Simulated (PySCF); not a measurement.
C₂H₆N (SMILES CC[NH-]), charge -1, singlet, geometry from GFN2-xTB (in this run its highest filled SCF level lies above zero, so its values depend strongly on the basis, on diffuse functions most of all); TPSS/6-31G in PySCF.

PySCF was given this input:
```python
from pyscf import gto, scf, dft

mol = gto.Mole()
mol.atom = '''
    C     1.19119079   -0.38292669    0.00717213
    C    -0.13122655    0.52167957    0.02064457
    N    -1.34791120   -0.10755068    0.08388981
    H     2.09946740    0.22915829    0.01714482
    H     1.19406526   -1.03706791    0.87919469
    H     1.20063277   -1.00631015   -0.88849714
    H     0.06822949    1.23865150   -0.89692383
    H    -0.02730219    1.17890666    0.90869617
    H    -1.45949966   -0.68300083   -0.77374348
'''
mol.basis = '6-31g'
mol.charge = -1
mol.verbose = 4
mol.symmetry = True
mol.build()

mf = dft.RKS(mol)
mf.xc = 'tpss'
mf.kernel()
mf.analyze()
```

### Question
What does PySCF print? Leave out banner, timings and long lists.

### Answer

```
PySCF version 2.14.0

[INPUT] verbose = 4
[INPUT] num. atoms = 9
[INPUT] num. electrons = 26
[INPUT] charge = -1
[INPUT] spin (= nelec alpha-beta = 2S) = 0
[INPUT] symmetry True subgroup None
[INPUT] Mole.unit = angstrom
[INPUT] Symbol           X                Y                Z      unit          X                Y                Z       unit  Magmom
[...]
nuclear repulsion = 75.0694222925484
point group symmetry = C1
symmetry origin: [0. 0. 0.]
symmetry axis x: [1. 0. 0.]
symmetry axis y: [0. 1. 0.]
symmetry axis z: [0. 0. 1.]
num. orbitals of irrep A = 39
number of shells = 27
number of NR pGTOs = 90
number of NR cGTOs = 39
basis = 6-31g
ecp = {}

******** <class 'pyscf.dft.rks.RKS'> ********
method = RKS
initial guess = minao
damping factor = 0
level_shift factor = 0
DIIS = <class 'pyscf.scf.diis.CDIIS'>
diis_start_cycle = 1
diis_space = 8
diis_damp = 0
SCF conv_tol = 1e-09
SCF conv_tol_grad = None
SCF max_cycles = 50
direct_scf = True
direct_scf_tol = 1e-13
XC library pyscf.dft.libxc version 7.1.2
    S. Lehtola, C. Steigemann, M. J. T. Oliveira, and M. A. L. Marques,  SoftwareX 7, 1–5 (2018)
XC functionals = tpss
    J. Tao, J. P. Perdew, V. N. Staroverov, and G. E. Scuseria,  Phys. Rev. Lett. 91, 146401 (2003)
    J. P. Perdew, J. Tao, V. N. Staroverov, and G. E. Scuseria,  J. Chem. Phys. 120, 6898 (2004)
    J. Tao, J. P. Perdew, V. N. Staroverov, and G. E. Scuseria,  Phys. Rev. Lett. 91, 146401 (2003)
    J. P. Perdew, J. Tao, V. N. Staroverov, and G. E. Scuseria,  J. Chem. Phys. 120, 6898 (2004)
radial grids:
    Treutler-Ahlrichs [JCP 102, 346 (1995); DOI:10.1063/1.469408] (M4) radial grids

becke partition: Becke, JCP 88, 2547 (1988); DOI:10.1063/1.454033
pruning grids: <function nwchem_prune>
grids dens level: 3
symmetrized grids: True
atomic radii adjust function: <function treutler_atomic_radii_adjust>
small_rho_cutoff = 0
Set gradient conv threshold to 3.16228e-05
Initial guess from minao.
tot grids = 100992
init E= -134.443460516287
[...]
cycle= 1 E= -134.288831000397  delta_E= 0.155  |g|= 0.803  |ddm|= 2.61
[...]
cycle= 2 E= -132.790706158231  delta_E=  1.5  |g|=  2.1  |ddm|= 17.4
[...]
cycle= 3 E= -134.422724732719  delta_E= -1.63  |g|= 0.382  |ddm|=   17
[...]
cycle= 4 E= -134.462481634665  delta_E= -0.0398  |g|= 0.156  |ddm|= 1.02
[...]
cycle= 5 E= -134.468764893935  delta_E= -0.00628  |g|= 0.0193  |ddm|= 0.257
[...]
cycle= 6 E= -134.468946137834  delta_E= -0.000181  |g|= 0.00556  |ddm|= 0.113
[...]
cycle= 7 E= -134.468954470561  delta_E= -8.33e-06  |g|= 0.00213  |ddm|= 0.00967
[...]
cycle= 8 E= -134.468955687552  delta_E= -1.22e-06  |g|= 0.000289  |ddm|= 0.00355
[...]
cycle= 9 E= -134.468955721299  delta_E= -3.37e-08  |g|= 2.31e-05  |ddm|= 0.000971
[...]
cycle= 10 E= -134.468955721524  delta_E= -2.25e-10  |g|= 5.91e-06  |ddm|= 8.42e-05
[...]
Extra cycle  E= -134.468955721513  delta_E= 1.13e-11  |g|= 9.45e-06  |ddm|= 5.23e-05
converged SCF energy = -134.468955721513
**** SCF Summaries ****
Total Energy =                        -134.468955721512799
Nuclear Repulsion Energy =              75.069422292548410
One-electron Energy =                 -335.192173294824499
Two-electron Energy =                  125.653795280763276
Two-electron Coulomb Energy =          145.923415150965468
DFT Exchange-Correlation Energy =      -20.269619870202192
HOMO-LUMO gap [eV] =                     3.801828859758348
**** MO energy ****
[...]
 ** Mulliken pop on meta-lowdin orthogonal AOs  **
 ** Mulliken pop  **
[...]
 ** Mulliken atomic charges  **
charge of    0C =     -0.35031
charge of    1C =     -0.05685
charge of    2N =     -0.78523
charge of    3H =      0.03416
charge of    4H =      0.06170
charge of    5H =      0.05883
charge of    6H =     -0.08004
charge of    7H =      0.03662
charge of    8H =      0.08112

WARN: System has nonzero charge -1; the dipole moment is origin-dependent.
Location of origin: [0. 0. 0.]

Dipole moment(X, Y, Z, Debye):  3.63067, -0.53253, -0.72167
```
